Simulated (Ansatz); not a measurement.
## One elementary step

Start structure (CH5ClZn, closed shell), relaxed at PBE0-D4/def2-TZVP:

Zn1  (-0.644, 0.536, 0.690)
Cl2  (-0.505, 1.288, 2.658)
C3  (-0.794, -0.141, -1.106)
H4  (2.141, -0.268, 1.400)
H5  (2.266, -0.589, 0.736)
H6  (-0.649, -1.223, -1.113)
H7  (-0.036, 0.316, -1.745)
H8  (-1.779, 0.082, -1.520)
(Å)

The step: CH₃ClZn ([CH3][Zn][Cl]) + H₂ → CH₄Zn ([CH3][ZnH]) + HCl; bonds formed: Zn1–H5, Cl2–H4; bonds broken: Zn1–Cl2, H4–H5. Program: Ansatz 0.2.0. Basis: def2-TZVPP and def2-QZVPP. Cores are frozen in the correlated methods. The 3s and 3p shells of Cu and Zn are frozen; filled d shells are correlated. Extrapolation: Hartree–Fock as exp(−7.88 √X), correlation as X^−2.97. Energies below are by CCSD(T) at an estimated basis limit (MP2 extrapolated from triple and quadruple zeta, plus CCSD(T) − MP2 in triple zeta).

(1) What are the electronic barrier and the energy of the step, from the start structure to the end structure? (To be estimated.)

T1 diagnostic: at most 0.014. The end structure is not quite a true minimum (one mode of 26i cm⁻¹).

## Answers

(1) By the calculation: Barrier 161.2 kJ/mol; step energy 126.6 kJ/mol (uphill); reverse barrier, their difference, 34.6 kJ/mol. Barrier and step energy count from the start structure, the reverse barrier from the end structure.

The saddle point: One imaginary mode of 720i cm⁻¹.
| pair | start (Å) | saddle (Å) | end (Å) |
| --- | --- | --- | --- |
| Zn1–H5 | 3.12 | 1.67 | 1.56 |
| Cl2–H4 | 3.32 | 1.52 | 1.30 |
| Zn1–Cl2 | 2.11 | 2.58 | 3.87 |
| H4–H5 | 0.75 | 1.11 | 1.71 |

Zero-point energy (harmonic, PBE0-D4): ZPE is 126.8 kJ/mol at the start and 126.9 kJ/mol at the saddle, so the barrier goes from 161.2 to 161.3 kJ/mol.

Labels in which every atom is bracketed show which atoms are joined, not bond orders.

For scale, one of the runs: CCSD(T)/def2-TZVPP, 207 basis functions, launched by `ansatz run in.yaml --threads 4 --pin off --events-out ev --progress --plain --max-ram 9574MiB`. Time: 85 s of wall clock on 4 CPU threads of an Arm Neoverse N1; the host was shared. Peak host memory: 2.6 GiB.
